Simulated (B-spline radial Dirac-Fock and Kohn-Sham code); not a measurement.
Ni⁺ in Watson spheres of different radius

Calculated with a radial atomic solver, using Dirac-Fock ΔSCF + Breit + QED. The ion, [Ar] 3d9, sits in a hollow sphere of charge Q = -1, a simple model of the Madelung potential. Inside the sphere an electron's potential energy is raised by the constant 14.40·|Q|/R eV, so binding energies fall by about that much as long as the orbitals stay inside.

```csv
radius (Å),14.40 |Q|/R (eV),1s (eV),2s (eV),2p1/2 (eV),2p3/2 (eV),3s (eV),3p1/2 (eV),3p3/2 (eV),3d (eV)
1.8,8.00,8340.1,1020.3,879.7,862.6,123.8,80.12,78.00,8.65
2.2,6.55,8341.5,1021.7,881.1,864.0,125.2,81.54,79.42,10.07
```

From the smallest to the largest radius 1s moves by +1.4 eV, while the constant potential alone would give +1.5 eV; the difference comes from charge outside the sphere and its screening.
